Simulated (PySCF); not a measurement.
Correlation energy of Pb (lead, neutral)

[Xe] 4f14 5d10 6s2 6p1 7s1, high-spin 3P determinant (an excited configuration). Calculation: PySCF 2.14, in aug-cc-pwCVDZ-PP with ECP60MDF (6s5p4d1f, 48 functions); a scalar-relativistic core potential. Frozen: 5s2 5p6 5d10; 4 electrons correlated.

MP2 pair energies summed by pair of shells (mhartree):

| pair | energy | share (%) |
| --- | --- | --- |
| 6s-6s | -14.92 | 46.3 |
| 6s-6p | -10.05 | 31.2 |
| 6s-7s | -4.86 | 15.1 |
| 6p-7s | -2.38 | 7.4 |

Total MP2 correlation energy: -32.21 mhartree.

Same-spin part -5.83 and opposite-spin part -26.37 mhartree; SCS-MP2 scales them by 1/3 and 6/5 to -33.59 mhartree.
